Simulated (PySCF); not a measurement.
Correlation energy of C²⁺ (carbon, charge +2)

[He] 2s1 2p1, high-spin 3P determinant (an excited configuration). Calculation: PySCF 2.14, in x2c-TZVPPall; scalar relativity by spin-free X2C-1e. Frozen: 1s2; 2 electrons correlated.

With two correlated electrons CCSD is exact within the correlated space (frozen core and kept virtual orbitals).

```json
{"level": "CCSD", "correlation energy (mhartree)": "-4.62"}
```

Diagnostics: T1 = 0.0011, D1 = 0.0019, largest double amplitude 0.025.

Question: Is a single reference adequate?

Answer: Yes: T1 lies below 0.03 and no double amplitude reaches 0.07.
